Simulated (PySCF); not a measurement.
**Energy of Mn⁺ (manganese, charge +1) between two integer charges**

The 4s alpha orbital of [Ar] 3d5 4s1 is emptied in steps (occupation f), with all orbitals relaxed, ending at [Ar] 3d5. All numbers are calculated (PySCF 2.14, the spin-free X2C one-electron Hamiltonian (Gaussian nucleus), in aug-cc-pVTZ-DK (8s7p5d3f2g, 93 functions)). The exact energy is a straight line in f; departures are measured from the line between the end points of the same method.

| f | MN15 (eV) |
| --- | --- |
| 1 | 0.000 |
| 0.8 | -0.305 |
| 0.6 | -0.455 |
| 0.4 | -0.450 |
| 0.2 | -0.291 |
| 0 | 0.000 |

Problem. For MN15, how does the orbital energy at f = 1 compare with the removal energy?

Solution. −ε = 13.582 eV against a total-energy difference of 15.489 eV. By Janak's theorem ε = ∂E/∂f, so the gap between them reflects the curvature. Along the path −ε is 14.349 (f = 0.8), 15.127 (f = 0.6), 15.907 (f = 0.4), 16.640 (f = 0.2) eV.

Reference removal energy between the ground levels: 15.640 eV (measured; NIST Atomic Spectra Database, ionization energies).
